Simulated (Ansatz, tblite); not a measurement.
Adding an electron: TeAu₂⁺ (the lowest doublet isomer of a short search). Total charge 1; doublet. Geometry: PBE0-D4/def2-TZVP. Ansatz, gas phase; energy differences of separate SCF runs; the reduced species is a singlet (the triplet lies 1.36 eV higher at PBE0-D4/def2-TZVP).

Cartesian coordinates in Å:
```
Au -0.769 1.651 0.580
Au -0.292 -1.604 -0.998
Te 1.062 -0.047 0.418
```

In the def2 sets Au, Te take a core potential; there is no spin–orbit coupling. The xTB rows come from tblite. The structure comes from a short search, and lower isomers may exist.

```csv
level,−HOMO (eV),−LUMO (eV),vertical EA (eV),HOMO–LUMO gap (eV)
GFN1-xTB,–,–,13.82,–
GFN2-xTB,–,–,11.86,–
PBE-D4/def2-TZVP,11.36,10.36,7.71,1.00
r2SCAN-D4/def2-TZVP,11.65,10.04,7.66,1.61
PBE0-D4/def2-TZVP,12.43,9.35,7.63,3.09
```

  HOMO and LUMO are the levels of the spin that leaves or enters (xTB has no such levels and no spin-polarisation term). Other spin states of the ions may lie lower, which would lower the ionisation energy or raise the affinity. Raw xTB energy differences between charge states are shifted by several eV; the methods need an empirical correction for them.
